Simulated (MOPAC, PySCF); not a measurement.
C$_{3}$H$_{6}$Si, SMILES `C1C[SiH2]C=1`, neutral singlet in the gas phase. 

Z-matrix (Å, degrees):
```
C
H 1 1.0916
H 1 1.0916 2 108.30
C 1 1.5239 2 114.04 3 -128.15
C 4 1.3441 1 108.76 2 -117.45
H 5 1.0809 4 126.73 1 -179.96
H 4 1.0893 5 127.07 6 -0.02
Si 5 1.8583 6 142.48 4 -180.00
H 8 1.4850 5 117.96 6 66.08
H 8 1.4850 9 107.69 5 136.62
```
Charge 0, spin multiplicity 1.

All levels are single points at this geometry (B3LYP-D3(BJ)/def2-TZVP); Pople sets use spherical d functions. Orbital energies aren't observables, and empty levels follow the basis.

B3LYP/LANL2DZ in PySCF gives dipole (D) = 0.49.

Q: Estimate the dipole (D) from each of these levels: B3LYP-D3(BJ)/def2-TZVP in PySCF; B3LYP/6-311+G** in PySCF; BP86/6-31G* in PySCF; SVWN5/6-31G* in PySCF; PM3 in MOPAC.

A: 
```json
[
 {"level": "B3LYP-D3(BJ)/def2-TZVP in PySCF", "dipole (D)": "0.58"},
 {"level": "B3LYP/6-311+G** in PySCF", "dipole (D)": "0.50"},
 {"level": "BP86/6-31G* in PySCF", "dipole (D)": "0.71"},
 {"level": "SVWN5/6-31G* in PySCF", "dipole (D)": "0.73"},
 {"level": "PM3 in MOPAC", "dipole (D)": "0.35"}
]
```
